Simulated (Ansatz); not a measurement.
CHClI (`Cl[CH]I`) radical. Charge 0, multiplicity 2. I: def2 effective core potential. The geometry is a stationary point of PBE0-D4/def2-TZVP.

```xyz
4

Cl    0.036   -1.233    1.125
C     0.093   -0.144   -0.160
I    -1.134    1.489   -0.225
H     1.005   -0.112   -0.740
```

Problem. What is the dipole moment at B3LYP/def2-TZVPP? (Estimate.)

Solution. The calculation gave: 0.70 D, with components (0.49, 0.30, -0.39) D in this frame, pointing from negative to positive charge.

Problem. And with PBE, r2SCAN, ωB97M-V? (Best estimate.)

Solution. The calculation gave: PBE 0.63 D, r2SCAN 0.73 D, ωB97M-V 0.70 D.

Problem. Give the Mulliken charges with B3LYP, PBE, r2SCAN in def2-TZVPP. (Best estimate.)

Solution. Computed: 
```tsv
atom	B3LYP	PBE	r2SCAN
Cl1	-0.03	-0.02	-0.04
C2	-0.19	-0.18	-0.13
I3	0.09	0.08	0.06
H4	0.14	0.13	0.11
```

B3LYP here is the variant with VWN-RPA as its local correlation; programs differ in this.
